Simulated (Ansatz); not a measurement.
Reaction (substitution at a C–Al bond): `[CH3][AlH][S]C` + `BB(C)O` → `BB(C)OC` + `C[S][AlH2]`

Isolated molecules relaxed with PBE0-D4/def2-TZVP in Ansatz; ΔE leaves out vibrations. CCSD(T)/CBS is the MP2 limit (def2-TZVPP, def2-QZVPP) plus CCSD(T) − MP2 in def2-TZVPP, frozen cores. Functionals use def2-TZVPP. Each species was taken in one conformer, which may not be the lowest.

| level | ΔE (kcal/mol) |
| --- | --- |
| PBE-D4 | 22.1 |
| MP2/def2-QZVPP | 24.1 |

(1) What does CCSD(T)/CBS give? (Estimate.)

Largest T1 diagnostic among the species: 0.013.

## Answers

(1) Computed: +22.7 kcal/mol. The listed levels differ from it by -0.6, 1.4 kcal/mol.

In def2-TZVPP, CCSD(T) changes the Hartree–Fock value by +3.0 kcal/mol (the triples alone add +0.2 kcal/mol) and MP2 by +4.8 kcal/mol.
